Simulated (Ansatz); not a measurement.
This Ansatz (a program for electronic structure) input (MP2/aug-cc-pV(Q+d)Z) gives -99.63798 Eh with 80 basis functions. A basis named .json is the Basis Set Exchange file of that set (core-valence sets with the plain set on hydrogen).

Ansatz 0.2 input:
```yaml
crystal:
  periodic: [false, false, false]
  atoms:
    - {symbol: F, position_ang: [0.00000000, 0.00000000, 0.00000000]}
basis:
  gaussian:
    orbitals: aug-cc-pV_Q+d_Z.json
magnetization: {spin_polarized: true, initial_magnetization: 1}
correlation: {method: mp2, electrons: outside_noble_gas}
scf: {lower_state_search: full}
```

Change:
```diff
- orbitals: aug-cc-pV_Q+d_Z.json
+ orbitals: aug-pcseg-3
```

Problem. What does the run give now?

Solution. -99.63069 Eh (MP2/aug-pcseg-3, 85 functions), a change of +7.29 mEh.
